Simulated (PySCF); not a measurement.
CH10OSi3.
Atom-mapped SMILES: `[CH3:1][SiH2:2][Si@H:3]([OH:4])[SiH3:5]` (hydrogens: H6, H7, H8 on C1; H9, H10 on Si2; H11 on Si3; H12 on O4; H13, H14, H15 on Si5)

The same species was optimised twice, with GFN2-xTB and with PBE0-D3(BJ)/def2-SVP (PySCF), and the same property calculations (PySCF, gas phase) were run on both structures.

```json
{"coordinate": "Si3–O4 (Å)", "GFN2-xTB": "1.641", "PBE0-D3(BJ)/def2-SVP": "1.678", "change": "+0.037"}
{"coordinate": "Si3–Si5 (Å)", "GFN2-xTB": "2.320", "PBE0-D3(BJ)/def2-SVP": "2.353", "change": "+0.033"}
{"coordinate": "Si2–Si3 (Å)", "GFN2-xTB": "2.313", "PBE0-D3(BJ)/def2-SVP": "2.342", "change": "+0.029"}
{"coordinate": "Si2–H9 (Å)", "GFN2-xTB": "1.473", "PBE0-D3(BJ)/def2-SVP": "1.498", "change": "+0.025"}
{"coordinate": "Si2–H10 (Å)", "GFN2-xTB": "1.473", "PBE0-D3(BJ)/def2-SVP": "1.497", "change": "+0.024"}
{"coordinate": "Si3–H11 (Å)", "GFN2-xTB": "1.484", "PBE0-D3(BJ)/def2-SVP": "1.505", "change": "+0.021"}
{"coordinate": "C1–H7 (Å)", "GFN2-xTB": "1.085", "PBE0-D3(BJ)/def2-SVP": "1.101", "change": "+0.016"}
{"coordinate": "C1–H8 (Å)", "GFN2-xTB": "1.086", "PBE0-D3(BJ)/def2-SVP": "1.101", "change": "+0.015"}
{"coordinate": "C1–H6 (Å)", "GFN2-xTB": "1.086", "PBE0-D3(BJ)/def2-SVP": "1.101", "change": "+0.015"}
{"coordinate": "C1–Si2 (Å)", "GFN2-xTB": "1.901", "PBE0-D3(BJ)/def2-SVP": "1.886", "change": "-0.015"}
{"coordinate": "O4–H12 (Å)", "GFN2-xTB": "0.953", "PBE0-D3(BJ)/def2-SVP": "0.962", "change": "+0.009"}
{"coordinate": "Si2–Si3–Si5 (°)", "GFN2-xTB": "119.3", "PBE0-D3(BJ)/def2-SVP": "109.4", "change": "-9.9"}
{"coordinate": "Si2–Si3–O4 (°)", "GFN2-xTB": "100.2", "PBE0-D3(BJ)/def2-SVP": "108.1", "change": "+7.9"}
{"coordinate": "Si3–O4–H12 (°)", "GFN2-xTB": "123.0", "PBE0-D3(BJ)/def2-SVP": "116.3", "change": "-6.7"}
{"coordinate": "O4–Si3–H11 (°)", "GFN2-xTB": "106.0", "PBE0-D3(BJ)/def2-SVP": "111.5", "change": "+5.5"}
{"coordinate": "Si3–Si2–H9 (°)", "GFN2-xTB": "113.8", "PBE0-D3(BJ)/def2-SVP": "108.7", "change": "-5.1"}
{"coordinate": "Si3–Si2–H10 (°)", "GFN2-xTB": "115.2", "PBE0-D3(BJ)/def2-SVP": "110.3", "change": "-4.9"}
{"coordinate": "C1–Si2–H10 (°)", "GFN2-xTB": "107.1", "PBE0-D3(BJ)/def2-SVP": "110.6", "change": "+3.5"}
{"coordinate": "C1–Si2–H9 (°)", "GFN2-xTB": "107.1", "PBE0-D3(BJ)/def2-SVP": "110.3", "change": "+3.2"}
{"coordinate": "C1–Si2–Si3–O4 (°)", "GFN2-xTB": "171", "PBE0-D3(BJ)/def2-SVP": "180", "change": "+9"}
```

Rotational constants: A = 2832, B = 1438, C = 1034 MHz (GFN2-xTB) against A = 2633, B = 1483, C = 1046 MHz (PBE0-D3(BJ)/def2-SVP). Point groups within 0.08 Å: C1 and C1. End groups have turned between the structures, so H13, H14, H15 are left out of the comparison.

On the GFN2-xTB structure: lowest singlet, TDDFT (eV) 5.58 [PBE0/def2-SVPD]; lowest triplet, Tamm–Dancoff (eV) 4.89 [PBE0/def2-SVPD]; isotropic polarisability (au) 104.2 [PBE0/def2-SVPD]; HOMO (eV) -7.72 [PBE0/def2-SVPD]; LUMO (eV) -0.92 [PBE0/def2-SVPD]; dipole (D) 0.95 [PBE0/def2-SVPD].

Question: What do these properties become on the PBE0-D3(BJ)/def2-SVP structure?

Answer: 
```
                                    property           level  on GFN2-xTB  on PBE0-D3(BJ)/def2-SVP  change
                  lowest singlet, TDDFT (eV)  PBE0/def2-SVPD         5.58                     5.49   -0.09
           lowest triplet, Tamm–Dancoff (eV)  PBE0/def2-SVPD         4.89                     4.85   -0.04
               isotropic polarisability (au)  PBE0/def2-SVPD        104.2                    106.7    +2.5
                                   HOMO (eV)  PBE0/def2-SVPD        -7.72                    -7.48   +0.24
                                   LUMO (eV)  PBE0/def2-SVPD        -0.92                    -0.77   +0.15
                                  dipole (D)  PBE0/def2-SVPD         0.95                     1.09   +0.14
energy, GFN2-xTB geometry as zero (kcal/mol)  PBE0/def2-SVPD          0.0                     -5.8    -5.8
```

The heavy atoms differ by 0.143 Å rms after alignment. Among the bonds compared Si3–O4 changes most (+0.037 Å). Changes are differences of the printed values. Neither structure is proved a minimum here.

Shape of the structure used: `[CH3:1][SiH2:2][Si@H:3]([OH:4])[SiH3:5]`: C1–Si2–Si3–O4 180°, H–O4–Si3–Si2 -178°.
